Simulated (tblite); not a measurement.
Compound: C₆H₈N (doublet state).
Atom-mapped SMILES: `[CH3:1][C@@H:2]([NH2:3])/[CH:4]=[C:5]1[C:6]=[CH:7]\1` (hydrogens: H8, H9, H10 on C1; H11 on C2; H12, H13 on N3; H14 on C4; H15 on C7)

Structure optimised with GFN2-xTB, isolated species. This method treats the open shell by occupation alone, without spin polarisation.

Q: Give the optimised bond lengths and angles.

A: 
```tsv
bond	length (Å)
C1–C2	1.545
C2–N3	1.447
C2–C4	1.503
C4=C5	1.335
C5–C6	1.459
C6=C7	1.357
C5–C7	1.416
C1–H8, C1–H9, C1–H10	1.088
C2–H11	1.098
N3–H12, N3–H13	1.014
C4–H14	1.081
C7–H15	1.064
```

Bonds in one row agree within 0.01 Å and their mean is given. A selection of angles:
```tsv
angle	degrees
C2–C1–H8	109.9
H8–C1–H9	109.1
C1–C2–N3	113.8
C1–C2–C4	108.5
C1–C2–H11	107.8
N3–C2–C4	109.9
N3–C2–H11	107.2
C4–C2–H11	109.6
C2–N3–H12	110.7
H12–N3–H13	108.3
C2–C4–C5	122.6
C2–C4–H14	116.7
C5–C4–H14	120.7
C4–C5–C6	152.8
C4–C5–C7	150.9
C6–C5–C7	56.3
C5–C6–C7	60.2
C6–C7–H15	155.3
C5–C7–C6	63.4
C5–C7–H15	141.2
```

Torsions: C1–C2–C4–C5 68° (synclinal); C2–C4–C5–C6 -24° (synperiplanar); C4–C5–C6–C7 -179° (antiperiplanar); C4–C5–C7–C6 179° (antiperiplanar).

N3 (nitrogen bonded to C and 2 H) is pyramidal (angles 110.9°, 110.7° and 108.3°, sum 330.0°, 0.37 Å off the plane of its three neighbours). The 3-membered ring C5–C6–C7 has internal angles of 56.3° to 63.4°. C5 (carbon bonded to 3 C) has angles 152.8°, 150.9° and 56.3°, sum 360.0°, 0.00 Å off the plane of its three neighbours. The 6 C–C bonds span 1.335 Å (C4=C5, drawn double) to 1.545 Å (C1–C2, drawn single), a spread of 0.210 Å. C4 (carbon bonded to 2 C and H) is planar (angles 122.6°, 120.7° and 116.7°, sum 359.9°, 0.02 Å off the plane of its three neighbours). C7 (carbon bonded to 2 C and H) has angles 155.3°, 141.2° and 63.4°. C6 (carbon bonded to 2 C) is bent (angle 60.2°).

Point group: C1 (no symmetry element, even within 0.4 Å). Its GFN2-xTB frequencies are all real (lowest 21 cm⁻¹). Torsions: C1–C2–N3–H 58° and -62°, C1–C2–C4–C5 68°.

One conformer stands for the species.

These are computed values.
